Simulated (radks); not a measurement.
Species: Cd+. Configuration: [Kr] 4d10 5p1 (not the ground configuration). Method: Dirac Kohn-Sham, LDA (Slater exchange, Perdew-Wang correlation), spin-unpolarised, spherical densities, finite nucleus; open shells are shared between the two j in proportion to 2j + 1; Fermi nuclear charge, rms radius 4.6087 fm; computed with a radial shooting solver on a logarithmic mesh with Libxc functionals.

X-ray form factor f0, the Fourier transform of the density (f0(0) = 47):

sin(theta)/lambda (1/angstrom)  f0 (electrons)
0.05                                    46.245
0.1                                     44.295
0.15                                    41.720
0.2                                     38.903
0.25                                    36.055
0.3                                     33.315
0.4                                     28.513
0.5                                     24.809
0.6                                     22.074
0.8                                     18.392
1                                       15.672
1.25                                    12.658
1.5                                     10.100
2                                        6.885
